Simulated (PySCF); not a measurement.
Molecule: `CN(C)C(=O)N(C)C`, C₅H₁₂N₂O.

Mapped SMILES: `[CH3:1][N:2]([CH3:3])[C:4](=[O:5])[N:6]([CH3:7])[CH3:8]`; H(Xn) means a hydrogen on atom n.

Geometry PBE0-D3(BJ)/def2-SVP throughout; GIAO in PySCF, gas phase, one conformer, non-relativistic; equivalent atoms averaged; functional PBE0.

Q: How do the shifts δ (against TMS, NH3, H2O at the same level) depend on the basis set? (ppm; last column core-seconds on shared hosts with different chips, so compare them loosely)

A: 
```tsv
basis set	functions	C4	C1/C3/C7/C8	N2/N6	O5	H(C1)/H(C3)/H(C7)/H(C8)	core-s
STO-3G	52	105.9	37.3	28.1	340.8	1.89	6.2
pcSseg-0	96	174.0	40.6	71.6	389.0	2.79	9.3
6-31G	96	154.8	37.2	64.2	326.6	2.77	14
6-31G*	136	150.8	36.9	62.2	308.4	2.59	20
cc-pVDZ	172	156.5	37.5	77.7	335.3	2.55	22
def2-SVP	172	156.3	36.5	73.0	335.3	2.47	20
pcSseg-1	196	166.9	38.5	83.7	357.5	2.65	23
6-311+G(2d,p)	288	164.9	37.3	80.9	334.6	2.70	56
aug-cc-pVDZ	292	161.2	36.5	75.9	319.6	2.79	51
def2-TZVP	320	166.6	38.2	83.6	343.9	2.68	58
```

Q: Which nucleus moves most, in ppm?

A: O5 (amide-type carbonyl oxygen): from 308.4 ppm with 6-31G* to 389.0 ppm with pcSseg-0. The smallest spread is 0.90 ppm, at H(C1)/H(C3)/H(C7)/H(C8). Proton shifts span only some 12 ppm, so a few tenths of a ppm matter as much there as several ppm in carbon.

Q: Taking the largest basis, def2-TZVP (320 functions), as the yardstick, rank the others by their worst heavy-atom deviation.

A: 6-311+G(2d,p) 9.4 ppm (288 functions), cc-pVDZ 10.1 ppm (172 functions), def2-SVP 10.5 ppm (172 functions), pcSseg-1 13.6 ppm (196 functions), 6-31G 19.3 ppm (96 functions), aug-cc-pVDZ 24.3 ppm (292 functions), 6-31G* 35.5 ppm (136 functions), pcSseg-0 45.0 ppm (96 functions), STO-3G 60.7 ppm (52 functions).

A small basis that lands close on one nucleus may do so by chance; judge by the trend and by all nuclei.
